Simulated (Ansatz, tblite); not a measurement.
Cost and result up the ladder for `O[Si](O)(O)C12CC3CC(CC(C3)C1)C2` (32 atoms). Total charge 0; singlet. Geometry: PBE-D4/def2-SVP.

```tsv
atom	x (Å)	y (Å)	z (Å)
O1	-2.016	-2.539	1.434
Si2	-1.288	-1.119	1.964
O3	-2.474	-0.076	2.542
O4	-0.227	-1.481	3.218
C5	-0.360	-0.312	0.548
C6	0.715	-1.283	-0.007
C7	1.478	-0.618	-1.170
C8	0.486	-0.262	-2.295
C9	-0.578	0.716	-1.759
C10	0.111	1.998	-1.253
C11	1.102	1.645	-0.126
C12	2.165	0.666	-0.665
C13	0.340	0.983	1.038
C14	-1.343	0.053	-0.596
H15	-2.973	-2.568	1.605
H16	-2.402	0.096	3.496
H17	-0.225	-2.423	3.459
H18	1.422	-1.562	0.805
H19	0.232	-2.222	-0.353
H20	2.245	-1.324	-1.558
H21	1.027	0.194	-3.152
H22	-0.003	-1.185	-2.677
H23	-1.293	0.971	-2.571
H24	-0.650	2.717	-0.878
H25	0.645	2.501	-2.089
H26	1.599	2.571	0.238
H27	2.740	1.142	-1.489
H28	2.894	0.418	0.137
H29	-0.418	1.686	1.449
H30	1.040	0.742	1.867
H31	-2.129	0.740	-0.213
H32	-1.861	-0.865	-0.951
```

Ansatz on 6 threads of Intel Xeon on a shared host; xTB runs through tblite on one thread. Times are rough, summed over both states, and most runs start from the orbitals of an earlier one. PBE0-D4/def2-SVP serves as the yardstick here, not as an exact answer. The other state is a doublet.

The xTB rows come from tblite.

Raw xTB energies of ions are shifted by several eV.

```
           level  functions  wall time  vertical IE (eV)  difference from PBE0-D4/def2-SVP (eV)
        GFN2-xTB         79     0.08 s             12.40                                   3.68
        GFN1-xTB         97     0.16 s             13.16                                   4.44
 PBE-D4/def2-SVP        290       16 s              8.18                                  -0.54
PBE0-D4/def2-SVP        290       45 s              8.72                                   0.00
```
